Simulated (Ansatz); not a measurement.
Ansatz results at the PBE0-D4/def2-TZVP geometry: LUMO energy (PBE0/def2-TZVPP) -0.35 eV; HOMO energy (PBE/def2-TZVPP) -5.83 eV; LUMO energy (ωB97M-V/def2-TZVPP) 1.69 eV.

Each molecule was computed in one conformer, which needn't be the lowest.

Task: Which molecule gave them?
A. `B[S][GaH][SiH3]`
B. `O[CH]([AlH2])[SiH3]`
C. `N=C=C[SiH2][GeH3]`
D. `C[SiH]([GeH3])C#N`

Result: C. The others give `O[CH]([AlH2])[SiH3]`: -1.70, -6.21, -0.11; `C[SiH]([GeH3])C#N`: -0.68, -7.32, 1.18; `B[S][GaH][SiH3]`: -2.25, -6.64, -0.50.
